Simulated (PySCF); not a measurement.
# Working with the constants of TiO

PBE0 constants of TiO, ³Δ (triplet), unpaired electrons σ ↑, δ ↑ (basis Ti def2-TZVP, O def2-TZVP; no relativity; PySCF 2.14; masses 47.9479 and 15.9949 u):

| Quantity | Value |
| --- | --- |
| ωe | 1075.1 cm⁻¹ |
| ωexe | 4.32 cm⁻¹ |
| Be | 0.54945 cm⁻¹ |
| αe | 0.00277 cm⁻¹ |

Q: What force constant and bond length do these constants imply?

A: Reduced mass μred = 11.994 u; k = 5.8918×10⁻⁷·μred·ωe² (u, cm⁻¹, mdyn/Å) = 8.17 mdyn/Å; Re = √(16.8576/(μred·Be)) (u, cm⁻¹, Å) = 1.599 Å.

Q: Estimate the centrifugal constant D from the Kratzer relation and find the Dunham coefficient a1.

A: D = 4Be³/ωe² = 5.74e-07 cm⁻¹; a1 = −1 − αeωe/(6Be²) = -2.64.

De is left out where the level can put another filling of the metal’s s and d shells below the measured ground configuration, by anything from nothing to about 1 eV. With d or f electrons several states lie close, and the lowest PBE0 determinant need not be the measured ground state.
